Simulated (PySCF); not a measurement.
Cost against size for one kind of job: PySCF, delta-SCF UKS SCAN, pcX-2 on the ionised atom, pcseg-1 elsewhere, spin-free X2C. Hardware: Arm Neoverse V2, one thread, on a shared host. The host was shared with other jobs, so the times are rough.

```
       species (SMILES)  atoms  electrons  basis functions  SCF cycles  core holes  wall time
        C=[CH][AlH][Br]      8         64              135          64           4          ?
              CCC(=O)Cl     10         48              141         100           6       27 s
          ClC[C@@H]1CO1     10         48              141          99           6       30 s
           FC(Cl)(Br)Br      5        102              142          63           4       14 s
CCC[C@@H](C)C[S@@](C)=O     25         82              252         173          10    3.4 min
```

Question: Estimate the withheld figures.

Answer: `C=[CH][AlH][Br]`: 18 s.

Question: With all rows, how does the wall time grow with the number of basis functions N?

Answer: A straight line through log(time) against log(N) has slope 3.8 between N = 135 and 252, and the rows scatter about it by a factor of about 1.4 (standard error of the fit). This is a fit to these rows, whose iteration counts differ, not the method's formal scaling.

Question: Which species took longest, and how many times the shortest run?

Answer: `CCC[C@@H](C)C[S@@](C)=O`, at 3.4 min: about 15 times the shortest (14 s).
